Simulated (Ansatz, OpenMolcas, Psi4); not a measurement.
A ladder of methods for InHCl (SMILES [Cl][InH])

InHCl has 3 atoms, charge 0, and is taken as a doublet. As SMILES, `[Cl][InH]`. The shape is that of a PBE0-D4/def2-TZVP optimisation.

```xyz
3

Cl   -1.6498    0.3968   -0.8674
In    0.4095    0.5424    0.2861
H     1.2294   -1.0039    0.5681
```

Each level gives the vertical ionisation energy (to the singlet cation) (eV). The values are calculated.

```tsv
level	kind	program	value (eV)	less CCSD(T)/def2-TZVPP	CPU time (all runs)
UHF/def2-TZVPP (core potential)	Hartree–Fock	OpenMolcas	8.17	-0.18	27 s
USVWN5/def2-TZVPP (core potential)	LDA	OpenMolcas	8.48	+0.13	48 s
UBLYP/def2-TZVPP (core potential)	GGA	OpenMolcas	8.26	-0.09	62 s
U-r2SCAN/def2-TZVPP (core potential)	meta-GGA	OpenMolcas	8.56	+0.21	78 s
UB3LYP/def2-TZVPP (core potential)	global hybrid	Ansatz	8.53	+0.18	19 s
UTPSSh/def2-TZVPP (core potential)	hybrid meta-GGA	Psi4	8.42	+0.07	96 s
UHSE06/def2-TZVPP (core potential)	range-separated hybrid	Psi4	8.49	+0.14	1.8 min
RPA@PBE/def2-TZVPP (core potential)	RPA	Ansatz	8.55	+0.20	25 s
UMP2/def2-TZVPP (core potential)	perturbation theory	Ansatz	8.42	+0.07	8.6 s
UCCSD(T)/def2-TZVPP (core potential)	coupled cluster or CI	Ansatz	8.35	0.00	60 s
```

UCCSD(T)/def2-TZVPP (core potential) is the highest level here, not the true value. Spin-orbit coupling, which can split open shells on such heavy atoms by tenths of an eV, is left out. The values span 8.17 to 8.56 eV. In the correlated wave-function rows the outer d shell of In is correlated, in sets not made for it. CPU times are rough (shared hosts, several kinds of processor and program).
